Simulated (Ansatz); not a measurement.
A nudged elastic band was laid between two geometries of Cl2FGeH + H4Si (10 atoms, charge 0, multiplicity 1).

Method: Ansatz 0.2.0, RKS PBE0-D4/def2-SVP.

| Item | Value |
| --- | --- |
| movable images | 5 |
| climbing image | yes |
| spring | 5.0 eV/Å² |
| optimiser | quadratic models (default) |
| start path | through a guess of the saddle point |
| force threshold | 0.05 eV/Å |
| iteration limit | 60 |
| end points | relaxed |

Image 0:

```xyz
10
Properties=species:S:1:pos:R:3
Ge -0.317 -0.658 -0.102
Cl -0.637 -1.139 1.945
Cl 1.767 -0.728 -0.532
F -0.825 0.978 -0.322
H -1.122 -1.556 -1.035
Si 1.747 2.765 1.324
H 3.185 2.842 1.722
H 1.650 2.632 -0.157
H 1.049 4.009 1.764
H 1.121 1.588 1.995
```

Image 6:

```xyz
10
Properties=species:S:1:pos:R:3
Ge 0.213 0.576 -0.301
Cl 0.499 -0.024 3.093
Cl 1.601 -1.102 -0.049
F 0.196 0.837 -2.023
H -1.180 0.036 0.046
Si 1.145 2.506 0.757
H 2.418 2.109 1.422
H 1.409 3.498 -0.328
H 0.159 3.055 1.732
H 1.159 -0.758 2.251
```

Q: What changes between the two ends?

A: Bonds broken: Ge1–Cl2, Si6–H10. Bonds formed: Ge1–Si6, Cl2–H10. Cl2FGeH + H4Si becomes ClFGeH4Si + ClH.

Q: What energy profile does the band end with?

A: The forces met the threshold. The highest image is number 2 of 0 to 6, 2.22 eV above the first end and 1.84 eV above the last; the last end lies 0.38 eV above the first. Neighbouring images differ by up to 2.1 eV, so the band resolves the path poorly. A vibrational analysis at the climbing image gives one clearly imaginary mode, 943i cm⁻¹: a first-order saddle point. The orbitals stay closed-shell, which can raise the energy where a bond breaks towards radicals; this wasn't checked here.

```
image  path coordinate (Å)  energy (eV)  Ge1–Cl2 (Å)  Si6–H10 (Å)  Ge1–Si6 (Å)
    0                 0.00         0.00         2.13         1.49         4.24
    1                 2.31         0.08         2.13         1.49         3.93
    2                 4.63         2.22         2.55         1.79         2.65
    3                 5.83         0.78         3.20         2.47         2.40
    4                 7.03         0.53         3.49         3.29         2.38
    5                 8.24         0.43         3.50         3.59         2.38
    6                 9.44         0.38         3.46         3.59         2.39
```

Q: What is the geometry of the highest image?

A: 
```xyz
10
Properties=species:S:1:pos:R:3
Ge 0.144 0.176 0.074
Cl 0.884 -0.906 2.261
Cl 1.543 -0.907 -1.109
F -0.229 1.533 -1.014
H -1.251 -0.367 0.333
Si 1.271 2.352 1.075
H 2.061 2.376 2.341
H 2.140 2.592 -0.102
H 0.077 3.229 1.175
H 0.980 0.655 1.568
```

Run time: 6.2 min on 4 threads of Arm Neoverse V1, on a shared host, peak memory 0.37 GiB.
